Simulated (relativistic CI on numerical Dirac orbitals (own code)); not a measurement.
## Hyperfine structure of Pt LXI, mass number 195

Computed by Dirac-Coulomb-Breit CI, orbitals from a KLI potential per configuration, model QED, unscaled Slater integrals (own radial code, finite nucleus).

Configuration list (outside the closed core [Ne]): 3s²3p⁶, 3s²3p⁵3d, 3s3p⁶3d, 3s²3p⁵4s, 3s²3p⁵4p, 3s²3p⁵4d, 3s3p⁶4s, 3s²3p⁵4f, 3p⁶3d², 3p⁵3d³, 3p⁵3d²4s, 3p⁵3d²4p, 3p⁵3d²4d, 3p⁶3d4s, 3p⁵3d4s², 3p⁵3d4s4p, 3p⁵3d4s4d. Double excitations out of closed p, d and f shells are left out; levels of such configurations are missing from the list, as are those of other unlisted configurations, and high levels can miss mixing partners. These lack a partner that the ground configuration has and come out too high: 3s²3p⁵4f.

Nuclear spin I = 1/2, μ = 0.6073 μN (tables of Stone and Pyykkö). The electronic factors are computed for point nuclear moments, without core polarisation or the Bohr-Weisskopf and QED corrections.

```
        Level   E (Ry)  A (GHz)
3s²3p⁵3d ³P°1  19.5958    217.5
3s²3p⁵3d ³F°3  19.8832    233.8
3s²3p⁵3d ³D°2  20.2241    234.2
3s²3p⁵3d ³F°4  26.6695    154.2
3s²3p⁵3d ³D°3  28.0026    134.6
3s²3p⁵3d ¹P°1  30.3487   -103.3
3s²3p⁵3d ³F°2  52.2825    866.6
  3s3p⁶3d ³D1  69.8788    -2073
```

Levels with J = 0, under 50 % of one LS term, or S terms without an open s electron are left out. Small factors come from cancelling terms and can be off by tens of per cent or more.

At this charge energies of transitions that change n are usually good to better than 1 %, and those within a shell (Δn = 0) to a few per cent.

(1) Give the hyperfine levels of 3s²3p⁵3d ³F°2 relative to its centre of gravity.

Answers

(1) With K = F(F + 1) − I(I + 1) − J(J + 1), E = AK/2: F = 3/2: -1300, F = 5/2: 866.6 GHz.

LS names give the leading component of a level, which can be under half, so a name can repeat, a term be missing and a line seem to break the LS rules.
